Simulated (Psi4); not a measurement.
CH3F3Si (SMILES FC(F)(F)[SiH3]), singlet, geometry from GFN2-xTB; PBE0/def2-TZVP run with Psi4.

Input for Psi4:
```
memory 2 GB

molecule {
0 1
  Si    1.52274875    0.25604031   -0.05026924
  C    -0.39733884   -0.06680994    0.01311702
  F    -1.02988303    0.72945721    0.89882023
  F    -0.70076578   -1.33248744    0.36612733
  F    -0.99988186    0.14390924   -1.17480682
  H     1.64209738    1.66124830   -0.42066905
  H     2.01267921   -0.66923650   -1.06509957
  H     1.98554997   -0.04362754    1.29956920
}

set basis def2-tzvp

energy('pbe0')
print_variables()
```

What the program printed (banner, timings and long lists left out):

```
   => Loading Basis Set <=

    Name: DEF2-TZVP
    Role: ORBITAL
    Keyword: BASIS

         ---------------------------------------------------------
                                   SCF
               by Justin Turney, Rob Parrish, Andy Simmonett
                          and Daniel G. A. Smith
                              RKS Reference
         ---------------------------------------------------------

  ==> Geometry <==

    Molecular point group: c1
    Full point group: C1

    Geometry (in Angstrom), charge = 0, multiplicity = 1:

       Center              X                  Y                   Z               Mass
    ------------   -----------------  -----------------  -----------------  -----------------
         SI           1.606327382069     0.270093512861    -0.053028351984    27.976926534650
         C           -0.313760207931    -0.052756737139     0.010357908016    12.000000000000
         F           -0.946304397931     0.743510412861     0.896061118016    18.998403162730
         F           -0.617187147931    -1.318434237139     0.363368218016    18.998403162730
         F           -0.916303227931     0.157962442861    -1.177565931984    18.998403162730
         H            1.725676012069     1.675301502861    -0.423428161984     1.007825032230
         H            2.096257842069    -0.655183297139    -1.067858681984     1.007825032230
         H            2.069128602069    -0.029574337139     1.296810088016     1.007825032230

  Running in c1 symmetry.

  Rotational constants: A =      0.17885  B =      0.09647  C =      0.09647 [cm^-1]
  Rotational constants: A =   5361.91773  B =   2892.20744  C =   2892.20743 [MHz]
  Nuclear repulsion =  250.641298189338556

  Charge       = 0
  Multiplicity = 1
  Electrons    = 50
  Nalpha       = 25
  Nbeta        = 25

  ==> Algorithm <==

  SCF Algorithm Type is DF.
  DIIS enabled.
  MOM disabled.
  Fractional occupation disabled.
  Guess Type is SAD.
  Energy threshold   = 1.00e-06
  Density threshold  = 1.00e-06
  Integral threshold = 1.00e-12

  ==> Primary Basis <==

  Basis Set: DEF2-TZVP
    Blend: DEF2-TZVP
    Number of shells: 69
    Number of basis functions: 179
    Number of Cartesian functions: 204
    Spherical Harmonics?: true
    Max angular momentum: 3

  ==> DFT Potential <==

   => LibXC <=

    Version 7.1.2
    S. Lehtola, C. Steigemann, M. J. T. Oliveira, and M. A. L. Marques,  SoftwareX 7, 1–5 (2018) (10.1016/j.softx.2017.11.002)

   => Composite Functional: PBE0 <=

    PBE0 Hyb-GGA Exchange-Correlation Functional

    C. Adamo and V. Barone,  J. Chem. Phys. 110, 6158 (1999) (10.1063/1.478522)
    M. Ernzerhof and G. E. Scuseria,  J. Chem. Phys. 110, 5029 (1999) (10.1063/1.478401)

    Deriv               =              1
    GGA                 =           TRUE
    Meta                =          FALSE

    Exchange Hybrid     =           TRUE
    MP2 Hybrid          =          FALSE

   => Exchange Functionals <=

    0.7500   Perdew, Burke & Ernzerhof

   => Exact (HF) Exchange <=

    0.2500               HF

   => Correlation Functionals <=

    1.0000   Perdew, Burke & Ernzerhof

   => LibXC Density Thresholds  <==

    XC_HYB_GGA_XC_PBEH:  1.00E-15

   => Molecular Quadrature <=

    Radial Scheme          =       TREUTLER
    Pruning Scheme         =           NONE
    Nuclear Scheme         =       TREUTLER

    Blocking Scheme        =         OCTREE
    BS radius alpha        =              1
    Pruning alpha          =              1
    Radial Points          =             75
    Spherical Points       =            302
    Total Points           =         173476
    Total Blocks           =           1353
    Max Points             =            256
    Max Functions          =            173
    Weights Tolerance      =       1.00E-15

   => Loading Basis Set <=

    Name: (DEF2-TZVP AUX)
    Role: JKFIT
    Keyword: DF_BASIS_SCF

  ==> Integral Setup <==

  SCF_SUBTYPE=INCORE selected. In-core MEM_DF algorithm will be used.
  Using in-core AOs.

  ==> MemDFJK: Density-Fitted J/K Matrices <==

    J tasked:                   Yes
    K tasked:                   Yes
    wK tasked:                   No
    Algorithm:                 Core
    Schwarz Cutoff:           1E-12
    Mask sparsity (%):       3.4019
    Fitting Condition:        1E-10

   => Auxiliary Basis Set <=

  Basis Set: (DEF2-TZVP AUX)
    Blend: DEF2-UNIVERSAL-JKFIT
    Number of shells: 156
    Number of basis functions: 488
    Number of Cartesian functions: 583
    Spherical Harmonics?: true
    Max angular momentum: 4

  Minimum eigenvalue in the overlap matrix is 1.3991976759E-03.
  Reciprocal condition number of the overlap matrix is 2.2271190244E-04.
    Using symmetric orthogonalization.

  ==> Pre-Iterations <==

  SCF Guess: Superposition of Atomic Densities via on-the-fly atomic UHF (no occupation information).

   -------------------------
    Irrep   Nso     Nmo
   -------------------------
     A        179     179
   -------------------------
    Total     179     179
   -------------------------

  ==> Iterations <==

                           Total Energy        Delta E     RMS |[F,P]|

   @DF-RKS iter SAD:  -628.21235493996187   -6.28212e+02   0.00000e+00
   @DF-RKS iter   1:  -628.55875420075358   -3.46399e-01   2.79567e-03 ADIIS/DIIS
   @DF-RKS iter   2:  -628.55591363584142    2.84056e-03   2.97268e-03 ADIIS/DIIS
   @DF-RKS iter   3:  -628.62656754380828   -7.06539e-02   5.09534e-04 ADIIS/DIIS
   @DF-RKS iter   4:  -628.62932134461300   -2.75380e-03   6.20856e-05 DIIS
   @DF-RKS iter   5:  -628.62936555667306   -4.42121e-05   1.97680e-05 DIIS
   @DF-RKS iter   6:  -628.62937053801443   -4.98134e-06   3.80858e-06 DIIS
   @DF-RKS iter   7:  -628.62937071945953   -1.81445e-07   2.14019e-07 DIIS
  Energy and wave function converged.

  ==> Post-Iterations <==

   Electrons on quadrature grid:
      Ntotal   =   50.0000049247 ; deviation = 4.925e-06

    Orbital Energies [Eh]
    ---------------------

    Doubly Occupied:

[...]
      25A     -0.350168

    Virtual:

[...]
     179A     57.276738

    Final Occupation by Irrep:
              A
    DOCC [    25 ]
    NA   [    25 ]
    NB   [    25 ]

  @DF-RKS Final Energy:  -628.62937071945953

   => Energetics <=

    Nuclear Repulsion Energy =            250.6412981893385563
    One-Electron Energy =               -1371.2843863432981379
    Two-Electron Energy =                 536.2556957871307759
    DFT Exchange-Correlation Energy =     -44.2419783526307668
    Empirical Dispersion Energy =           0.0000000000000000
    VV10 Nonlocal Energy =                  0.0000000000000000
    Total Energy =                       -628.6293707194595299

Computation Completed

Properties will be evaluated at   0.000000,   0.000000,   0.000000 [a0]

Properties computed using the SCF density matrix

 Multipole Moments:

 ------------------------------------------------------------------------------------
     Multipole            Electronic (a.u.)      Nuclear  (a.u.)        Total (a.u.)
 ------------------------------------------------------------------------------------

 L = 1.  Multiply by 2.5417464519 to convert [e a0] to [Debye]
 Dipole X            :         -6.9056254            7.8970362            0.9914108
 Dipole Y            :         -1.1611437            1.3278353            0.1666916
 Dipole Z            :          0.2279631           -0.2606983           -0.0327352
 Magnitude           :                                                    1.0058594

 ------------------------------------------------------------------------------------

  Variable Map:
  ----------------------------------------------------------------------------
[...]
  Array Variable Map:
  ----------------------------------------------------------------------------
[...]
[...]
```
